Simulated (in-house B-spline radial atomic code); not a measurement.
Spin-orbit splittings of orbital energies (j = l + 1/2 less j = l - 1/2) and ratios of mean radii (lower j over upper j) along the 9-electron series, configuration [He] 2s2 2p5. Computed with a B-spline radial code for spherical atoms: Dirac-Hartree-Fock, average of the configuration, finite nuclei.

```tsv
ion	Z	splitting of 2p (eV)	radius ratio of 2p
Sm53+	62	637.7	0.92746
Eu54+	63	685.07	0.9249
Gd55+	64	735.22	0.92229
Tb56+	65	788.3	0.91962
Dy57+	66	844.42	0.91689
Ho58+	67	903.74	0.9141
Er59+	68	966.39	0.91126
Tm60+	69	1032.53	0.90836
Yb61+	70	1102.33	0.9054
Lu62+	71	1175.94	0.90237
Hf63+	72	1253.54	0.89929
```

**Question.** With what power of Z does the column «splitting of 2p (eV)» change over this range?

**Answer.** A fit of the logarithm of its size against log Z from Z = 62 to 72 has slope 4.52. An unscreened hydrogenic electron would give 4 at low Z; screening makes the apparent power larger near the neutral end, and relativity raises it again at high Z.
